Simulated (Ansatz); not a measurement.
Geometry optimisation, RKS PBE/def2-SVP (Ansatz 0.2.0).

Input:

```yaml
crystal:
  periodic: [false, false, false]
  atoms:
    - { symbol: Hf, position_ang: [0.276626, 0.561526, -0.536282] }
    - { symbol: O, position_ang: [-0.367585, -0.432935, 2.517846] }
    - { symbol: H, position_ang: [-1.240185, -0.118803, 2.818398] }
    - { symbol: "N", position_ang: [2.089834, -0.000621, -1.246732] }
    - { symbol: H, position_ang: [2.435665, -0.94248, -1.454182] }
    - { symbol: H, position_ang: [2.78018, 0.68511, -1.579794] }
    - { symbol: Cl, position_ang: [-0.849178, 1.757452, -2.278665] }
    - { symbol: "N", position_ang: [-0.701383, -1.196292, -0.231653] }
    - { symbol: H, position_ang: [-0.841501, -1.591562, 0.705531] }
    - { symbol: H, position_ang: [-1.139041, -1.790551, -0.946318] }
    - { symbol: "N", position_ang: [0.771427, 1.981893, 1.031888] }
    - { symbol: H, position_ang: [1.737046, 2.195799, 1.309082] }
    - { symbol: H, position_ang: [0.187513, 2.787422, 1.292055] }
    - { symbol: H, position_ang: [0.176181, 0.400043, 2.515125] }
basis:
  gaussian: { orbitals: def2-SVP }
hamiltonian:
  xc: pbe
relax:
  f_tol: 0.03
  max_steps: 50
```

Run as:

```bash
$ ansatz run input.yaml --threads 4 --pin off --max-ram 5120MiB --backend cpu --events-out ev --progress --plain --runs-dir out
```

Where does it end, and by what steps?

The run converged. After 11 steps the energy has fallen by 0.278 eV; H9 moved furthest, 0.52 Å.

```json
{"step": "0", "energy less start (eV)": "0.0000", "largest force component (eV/Å)": "0.964", "accepted": "yes"}
{"step": "1", "energy less start (eV)": "-0.0769", "largest force component (eV/Å)": "1.590", "accepted": "yes"}
{"step": "2", "energy less start (eV)": "-0.1700", "largest force component (eV/Å)": "0.668", "accepted": "yes"}
{"step": "3", "energy less start (eV)": "-0.2231", "largest force component (eV/Å)": "0.359", "accepted": "yes"}
{"step": "4", "energy less start (eV)": "-0.2351", "largest force component (eV/Å)": "0.754", "accepted": "yes"}
{"step": "5", "energy less start (eV)": "-0.2631", "largest force component (eV/Å)": "0.518", "accepted": "yes"}
{"step": "6", "energy less start (eV)": "-0.2665", "largest force component (eV/Å)": "0.234", "accepted": "yes"}
{"step": "7", "energy less start (eV)": "-0.2738", "largest force component (eV/Å)": "0.210", "accepted": "yes"}
{"step": "8", "energy less start (eV)": "-0.2769", "largest force component (eV/Å)": "0.121", "accepted": "yes"}
{"step": "9", "energy less start (eV)": "-0.2779", "largest force component (eV/Å)": "0.062", "accepted": "yes"}
{"step": "10", "energy less start (eV)": "-0.2782", "largest force component (eV/Å)": "0.041", "accepted": "yes"}
{"step": "11", "energy less start (eV)": "-0.2783", "largest force component (eV/Å)": "0.016", "accepted": "yes"}
```

```xyz
14
Properties=species:S:1:pos:R:3
Hf 0.339 0.671 -0.797
O -0.324 -0.493 2.739
H -1.194 -0.170 3.038
N 2.188 0.034 -1.363
H 2.583 -0.908 -1.268
H 2.855 0.610 -1.892
Cl -0.775 1.935 -2.513
N -0.654 -0.964 -0.164
H -0.685 -1.122 0.863
H -1.189 -1.684 -0.661
N 0.618 1.714 0.981
H 1.535 1.923 1.393
H -0.030 2.451 1.296
H 0.050 0.297 2.264
```

Whether the end is a true minimum wasn't checked by a vibrational analysis.

The run took 28 s on 4 threads of Arm Neoverse V2 (shared host), peak memory 0.22 GiB.
